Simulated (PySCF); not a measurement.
**Computed vibrations of [Pm(OH)2]+**

[Pm(OH)2]+ (singlet in the valence; each metal's 4f electrons, 4 of them, lie in its core potential, out of spins and levels). PySCF 2.14.0, RKS PBE0, Pm lcecp-1-SVP with ECP50, O def2-SVP, H def2-SVP; non-relativistic Hamiltonian with scalar-relativistic core potentials where named; density fitting; no spin-orbit coupling. Central differences of gradients.

```xyz
5

Pm    0.0000    0.0000   -0.2261
O     1.6491   -0.0341    0.9208
H     2.2910   -0.0474    1.6388
O    -1.6491    0.0341    0.9208
H    -2.2910    0.0474    1.6388
```

Run from Python with OMP_NUM_THREADS=2. Where DIIS fails, smearing, a level shift and second-order steps follow.
It took 23 s on 2 threads of Arm Neoverse V1 (shared host).

(1) What are the harmonic wavenumbers and infrared intensities?

(2) Is this a minimum?

An lcecp potential fixes the number of 4f electrons, so in runs with it no electron can move into or out of that shell.

Results:

(1) Modes are labelled in C2v; negative numbers are unstable modes, those under 60 cm⁻¹ near the noise; a finer grid moves soft modes by up to 10 cm⁻¹.
```json
{"cm⁻¹": "140", "km/mol": "1.0", "symmetry": "a1"}
{"cm⁻¹": "434", "km/mol": "214.6", "symmetry": "b2"}
{"cm⁻¹": "515", "km/mol": "185.7", "symmetry": "a1"}
{"cm⁻¹": "544", "km/mol": "0.0", "symmetry": "a2"}
{"cm⁻¹": "563", "km/mol": "441.1", "symmetry": "b1"}
{"cm⁻¹": "670", "km/mol": "194.2", "symmetry": "b2"}
{"cm⁻¹": "700", "km/mol": "82.1", "symmetry": "a1"}
{"cm⁻¹": "3925", "km/mol": "415.0", "symmetry": "b2"}
{"cm⁻¹": "3930", "km/mol": "311.1", "symmetry": "a1"}
```

(2) Yes. Ideal gas at 298.15 K and 1 bar: S = 309.6 J/(mol K), Cp = 68.9 J/(mol K), H − H(0 K) = 14.6 kJ/mol (rigid rotor, harmonic modes, spin degeneracy alone, that of the 4f electrons in the core included).
